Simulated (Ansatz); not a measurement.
The first iterations of a band of CH2F2OSi (7 atoms, charge 0, multiplicity 1).

Level of theory: Ansatz 0.2.0, RKS B3LYP-D4/def2-SVP.

```
movable images  : 9
climbing image  : yes
spring          : 5.0 eV/Å²
optimiser       : quadratic models (default)
start path      : IDPP
force threshold : 0.03 eV/Å
iteration limit : 60
end points      : relaxed
```

First end point:

```xyz
7
Properties=species:S:1:pos:R:3
O -0.699 0.642 1.526
Si 0.265 -0.020 0.381
F 1.336 -1.037 1.042
C 0.066 -0.007 -1.317
F -0.855 0.746 -1.963
H -0.946 0.116 2.297
H 0.834 -0.440 -1.967
```

Last end point:

```xyz
7
Properties=species:S:1:pos:R:3
O -0.546 0.671 1.548
Si 0.259 -0.137 0.370
F 1.353 -1.150 0.990
C -0.027 0.112 -1.289
F 0.690 -0.460 -2.286
H -0.910 0.173 2.291
H -0.819 0.790 -1.624
```

| iteration | highest image above the first end (eV) | largest band force component (eV/Å) |
| --- | --- | --- |
| 1 | 1.705 | 1.373 |
| 2 | 1.462 | 0.877 |
| 3 | 1.355 | 0.615 |
| 4 | 1.328 | 0.330 |
| 5 | 1.342 | 0.314 |
| 6 | 1.341 | 0.215 |
| 7 | 1.339 | 0.225 |
| 8 | 1.338 | 0.098 |
| 9 | 1.338 | 0.063 |
| 10 | 1.337 | 0.066 |

Task: Does the band converge within its limit, and where does its top end?

Result: It converged. It ended after 30 iterations with the highest image 1.298 eV above the first end. A vibrational analysis at the climbing image gives one clearly imaginary mode, 378i cm⁻¹: a first-order saddle point.

The run took 9 min on 1 thread of Intel(R) Xeon(R) 6975P-C (Granite Rapids), with other jobs on the host, peak memory 0.28 GiB.
